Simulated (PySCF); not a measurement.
Species: C2H4O2Se.
Atom-mapped SMILES: `[O:1]=[C:2]([OH:3])[CH2:4][SeH:5]` (hydrogens: H6 on O3; H7, H8 on C4; H9 on Se5)

The calculation used EOM-IP-CCSD/aug-cc-pVDZ in PySCF, restricted Hartree–Fock reference, 13 core orbitals frozen, non-relativistic, gas phase, PBE0-D3(BJ)/def2-SVP geometry.

Hartree–Fock orbital energies give these Koopmans values (eV): HOMO 9.64, HOMO-1 12.22, HOMO-2 12.89, HOMO-3 13.66, HOMO-4 14.16, HOMO-5 16.15, HOMO-6 16.63, HOMO-7 17.69.

Q: What vertical ionisation energies does EOM-IP-CCSD give?

A: 
| leading hole (HF orbital) | Koopmans (eV) | EOM-IP-CCSD (eV) | change (eV) | one-hole share |
| --- | --- | --- | --- | --- |
| HOMO | 9.64 | 9.16 | -0.48 | 0.96 |
| HOMO-2 | 12.89 | 10.78 | -2.11 | 0.94 |
| HOMO-1 | 12.22 | 11.70 | -0.52 | 0.95 |
| HOMO-3 | 13.66 | 12.37 | -1.29 | 0.95 |
| HOMO-4 | 14.16 | 13.38 | -0.78 | 0.95 |
| HOMO-5 | 16.15 | 14.30 | -1.85 | 0.95 |
| HOMO-6 | 16.63 | 15.12 | -1.51 | 0.94 |
| HOMO-7 | 17.69 | 16.03 | -1.66 | 0.93 |

Q: Does the order of the lines follow the orbital energies?

A: No: the HOMO-2 hole (10.78 eV) falls below the HOMO-1 hole (11.70 eV). The corrections run from -2.11 to -0.48 eV, with a mean of -1.28 eV over the 8 lines; no line lies above its Koopmans value. Koopmans values leave out both the relaxation of the orbitals and the change in correlation energy.

Q: At what kinetic energies would He II light (40.81 eV) eject these electrons?

A: 31.65 eV (HOMO), 30.03 eV (HOMO-2), 29.11 eV (HOMO-1), 28.44 eV (HOMO-3), 27.43 eV (HOMO-4), 26.51 eV (HOMO-5), 25.69 eV (HOMO-6), 24.78 eV (HOMO-7).

Q: What total energy has the lowest final state, and which wavelength reaches it?

A: E(CCSD) + ionisation energy = -2628.50313 + 0.33675 = -2628.16638 Eh, at the geometry of the initial state. The threshold wavelength is 1239.84 eV nm/9.16 eV = 135.4 nm.

One root was sought for each valence orbital with −ε under 21 eV, eight at most, so deeper holes and satellites are missing; no vibrational structure.

Conformer computed: `[O:1]=[C:2]([OH:3])[CH2:4][SeH:5]`: O1–C2–C4–Se5 -85°, H–O3–C2–O1 2°, H–Se5–C4–C2 62°.

One conformer stands for the species.
